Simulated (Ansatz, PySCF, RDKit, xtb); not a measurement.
Torsion Cl3–B2–Se4–H5 in BClFHSe (SMILES FB(Cl)[SeH]); at each angle all else is relaxed with GFN2-xTB, and the levels are single points there.
Geometry at 0° (charge 0, multiplicity 1):
```xyz
5

F     -0.96710     1.31880    -0.16210
B     -0.61566     0.08249     0.13741
Cl    -1.77697    -1.16855    -0.04143
Se     1.17669    -0.19789     0.74972
H      1.08939    -1.62264     0.93855
```

On the grid 0° to 330°, 90° is the highest and 0° the lowest point at MP2/CBS(def2-TZVPP, def2-QZVPP) + ΔCCSD(T)/def2-TZVPP.

Codes used: Ansatz (a program for electronic structure); PySCF for the dispersion terms; RDKit for the force fields; xtb for the GFN methods. 

Question: Predict the energy at 90° less that at 0° from PBE0-D4/def2-TZVPP.

Answer: 45 kJ/mol

Question: Give the energy at 90° less that at 0° at the level GFN-FF.

Answer: -2 kJ/mol

Question: Give the energy at 90° less that at 0° at the level UFF.

Answer: -25 kJ/mol
